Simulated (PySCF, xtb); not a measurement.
InI, SMILES [In][I] (connectivity only; charge and spin as stated), neutral, multiplicity 1.

GFN2-xTB run with xtb at its own geometry gives an orbital gap of 4.92 eV and a dipole moment of 8.35 D.

Coordinates come from a PBE0-D3(BJ)/def2-TZVP optimisation. The def2 effective core potentials stand for the cores of I, In; spin–orbit coupling is left out.

Problem. What does PBE/def2-TZVPD run with PySCF give? (An estimate is asked for; the answer gives what the named calculation found.)

Solution. gap 3.34 eV (levels -5.96 and -2.61 eV), dipole 3.35 D.
